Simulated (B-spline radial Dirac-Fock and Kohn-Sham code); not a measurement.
Atomic SCF run for Tl

ΔSCF core binding energies without Breit or QED terms, calculated with a B-spline atomic structure program. Keys: rel is the Hamiltonian (dirac, or spin-free x2c and nr, where L3 and M5 stand for the whole 2p and 3d shells), method is hf or an exchange,correlation pair (spin-unpolarised, also for the hole states), nuc the nuclear model, radius_factor scales its radius, rmax is the box in bohr, h the logarithmic mesh step, order the B-spline order, points the quadrature points per cell, c_factor scales the speed of light, and damp, ndamp, maxit and tol steer the iteration. The run stops when the commutator error falls below 10·tol·max(1, Z/10), or the numerical noise floor, and the energy has settled to about 1e-8 Ha; the virial ratio is −V/T.

Input (task.json):

```json
{"items": [{"Z": 81, "q": 0, "cfg": [[1, 0, 2], [2, 0, 2], [2, 1, 6], [3, 0, 2], [3, 1, 6], [3, 2, 10], [4, 0, 2], [4, 1, 6], [4, 2, 10], [4, 3, 14], [5, 0, 2], [5, 1, 6], [5, 2, 10], [6, 0, 2], [6, 1, 1]], "A": 205, "rrms": 5.4759, "do": "settings", "holes": ["K", "L3", "M5"],
  "settings": [{"rel": "dirac", "method": "hf", "nuc": "fermi", "radius_factor": 1.0, "rmax": 5.0, "h": 0.3, "order": 8, "points": 10, "c_factor": 1.0, "maxit": 85, "damp": 0.5, "ndamp": 3, "tol": 1e-08}]}]}
```

Command: `python xray2_run.py task.json out`

Ground-state iterations:

```
iter   energy (Ha)        error
   1   -20272.73631285  2.24e+00
   2   -20273.23433161  2.80e-01
   3   -20274.68705055  2.66e-02
   4   -20274.68907067  1.35e-02
   5   -20274.68944244  1.43e-03
   6   -20274.68947153  5.56e-04
   7   -20274.68947458  7.97e-05
   8   -20274.68947487  4.34e-05
   9   -20274.68947490  5.71e-06
  10   -20274.68947490  2.54e-07
```

The ground state converged in 10 iterations, with total energy -20274.68947 Ha, virial ratio 1.86402 and highest orbital energy -1.35 eV. ΔSCF binding energies: K (1s) 86003.3 eV, L3 (2p3/2) 12698.3 eV, M5 (3d5/2) 2397.2 eV.

Problem. One setting is unsound. Which, and why?

Solution. rmax squeezes the outer orbitals. With the default settings (Dirac Hartree-Fock): The ground state converged in 11 iterations, with total energy -20274.84358 Ha, virial ratio 1.86406 and highest orbital energy -4.80 eV. ΔSCF binding energies: K (1s) 86005.5 eV, L3 (2p3/2) 12700.5 eV, M5 (3d5/2) 2399.4 eV.
